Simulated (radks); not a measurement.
Spherical quantum dot in the effective-mass picture: electrons in a parabolic well V = omega^2 r^2 / 2 with omega = 0.464, with a point charge +1 (a donor) at the centre, all in effective atomic units (hartree* = m*/eps^2 hartree, bohr* = eps/m* bohr), one dielectric constant everywhere. Method: non-relativistic Kohn-Sham, LDA (Slater exchange, Perdew-Wang correlation), spin-polarised, spherical densities; computed with a radial shooting solver with Libxc functionals. Levels are named by radial order and angular momentum (1s, 1p, 1d, 2s, ...), and open shells are averaged over m.

N = 24, configuration 1s2 1p6 1d10 2s2 1f(up 4, down 0). This is the lowest configuration that the search found. Occupied and some empty levels:

level,occupation,eigenvalue (hartree*),<r> (bohr*)
1s up,1,6.7307,2.095
1s down,1,6.7378,2.026
1p up,3,6.9813,3.423
1p down,3,7.0033,3.382
2s up,1,7.0884,3.199
2s down,1,7.1081,3.234
1d up,5,7.1761,3.893
1d down,5,7.2026,3.877
1f up,4,7.3928,4.226
1f down,0,7.4211,4.224
2p up,0,7.4647,3.544
2p down,0,7.4807,3.561
1g up,0,7.6327,4.499
1g down,0,7.6612,4.505
2d up,0,7.7521,3.971
2d down,0,7.7692,3.976

Energy (hartree*): total 102.153, kinetic 9.2327, external 28.981, Hartree 71.121, exchange-correlation -7.1826.
